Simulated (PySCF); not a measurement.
How methods differ on the excitation energy of Al

Al [Ne] 3s2 3p1 (2P) → Al [Ne] 3s1 3p1 4s1 (4P), as a difference of total energies. All numbers are calculated (PySCF 2.14, scalar relativity by spin-free X2C-1e, in aug-cc-pVDZ-DK (5s4p2d, 27 functions)). Correlated levels: valence: [Ne] frozen. The calculations carry no spin-orbit coupling.

```tsv
method	excitation energy (cm⁻¹)
UHF	52203
MP2 (valence)	57793
SCS-MP2 (valence)	59535
CCSD (valence)	60461
CCSD(T) (valence)	60617
CCSDT (valence)	60695
FCI (valence)	60695
```

The upper state lies above the first ionisation limit, but in LS coupling its spin forbids autoionisation to the ground ion. A Rydberg-like electron needs more diffuse functions than a valence basis has.

The promoted electron is Rydberg-like, and one or two diffuse shells describe it only roughly, which tends to raise the upper state.
